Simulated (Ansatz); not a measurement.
Ligand exchange: C2H5BrMg + C2H5I → C3H8Mg + CH2BrI

Gas-phase species: C2H5BrMg `C[CH2][Mg][Br]`, singlet; C2H5I (iodoethane) `CCI`, singlet; C3H8Mg `C[CH2][Mg][CH3]`, singlet; CH2BrI (bromoiodomethane) `BrCI`, singlet. The partners trade Br for CH3: Mg–Br and C–CH3 bonds give way to Mg–CH3 and C–Br.

Shapes, held fixed at every level: PBE0-D4/def2-TZVP. Programs: Ansatz 0.2.0. Electronic energies: no zero-point or thermal term.

Q: Estimate ΔE of this reaction.

A: The highest level, CCSD(T)/def2-TZVPP, gives ΔE = +264.1 kJ/mol; the levels span +264.1 to +319.1. The column of differences is taken from that level and isn't an error. No measured value is set beside it here. For atoms past krypton def2 sets carry core potentials with scalar relativity. Relativity is left out for Br. Outer-core shells of Br, I, Mg are correlated, in sets that cover them unevenly.

| level | kind | ΔE (kJ/mol) | less CCSD(T)/def2-TZVPP |
| --- | --- | --- | --- |
| HF/def2-SVP | Hartree–Fock | +319.1 | +55.0 |
| HF/def2-TZVPP | Hartree–Fock | +304.9 | +40.8 |
| BHLYP-D4/def2-TZVPP | global hybrid | +280.0 | +15.9 |
| wB97M-V/def2-TZVPP | range-separated hybrid | +266.4 | +2.3 |
| MP2/def2-SVP | perturbation theory | +296.9 | +32.8 |
| CCSD/def2-SVP | coupled cluster or CI | +298.4 | +34.3 |
| CCSD(T)/def2-TZVPP | coupled cluster or CI | +264.1 | 0.0 |
